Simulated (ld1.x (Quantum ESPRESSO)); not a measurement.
Sb: one change to a TM potential, before and after

* Element: antimony (Sb)
* Generator: ld1.x (Quantum ESPRESSO) 7.5
* Type: norm-conserving Troullier–Martins (Kleinman–Bylander form)
* Functional: PBE
* Relativity: scalar-relativistic
* Frozen core: [Kr] 4d10
* Valence charge: 5
* Reference configuration: 5s2 5p3
* Partial waves: 5s (bound): rc 1.40 bohr; 5p (bound): rc 2.25 bohr; 5d channel at 0.1 Ry: rc 1.80 bohr
* Local potential: the d channel
* Core correction: Bessel-smoothed model core inside 1.00 bohr

Change: wave 5d channel at 0.1 Ry: rc 1.80 bohr becomes 5d channel at -0.19 Ry: rc 1.80 bohr.

Cutoffs: the cutoffs (Ry, on a coarse ladder) from which the occupation-weighted sum of valence levels, in a spherical-Bessel basis at the reference potential, stays within 10 and 1 mRy of its value at 400 Ry; they do not see the model core or the augmentation charge, which bear on the density cutoff. Errors are all-electron minus pseudo energies relative to the spin-unpolarised reference configuration.

Q: Predict the effect on cutoff, ghosts and configuration errors.

A: The potential gets neither clearly harder nor softer (45 Ry and 180 Ry → 45 Ry and 180 Ry); the bound ghosts move from p, s to d, p, s; the errors of the 7 common tests hardly move.

```tsv
quantity	base	changed
cutoff, loose	45 Ry	45 Ry
cutoff, tight	180 Ry	180 Ry
bound ghosts	s, p	s, p, d (extra level of the local part)
error for 5s2 5p2, meV [ΔE 8.32 eV]	-6.3	-6.6
error for 5s2 5p1, meV [ΔE 24.28 eV]	-40	-42
error for 5s2 5p0, meV [ΔE 48.70 eV]	-143	-147
error for 5s2 5p3.3, meV [ΔE -1.16 eV]	+0.1	+0.1
error for 5s1 5p3, meV [ΔE 17.05 eV]	-42	-42
error for 5s0 5p5, meV [ΔE 16.43 eV]	-113	-114
error for 5s2 5p2.5, meV [ΔE 3.26 eV]	-1.4	-1.5
s: phases at 2.46 bohr within 0.05 rad from the reference energy up to (Ry; the scan ends near 5)	0.9	1.1
p: phases at 2.46 bohr within 0.05 rad from the reference energy up to (Ry; the scan ends near 5)	to the end of the scan	to the end of the scan
d: phases at 2.46 bohr within 0.05 rad from the reference energy up to (Ry; the scan ends near 5)	0.2	-0.1
```

 A true bound ghost makes a file unfit for plane-wave use even where its test errors are small: the radial tests pick states by their node count and pass the ghost by.
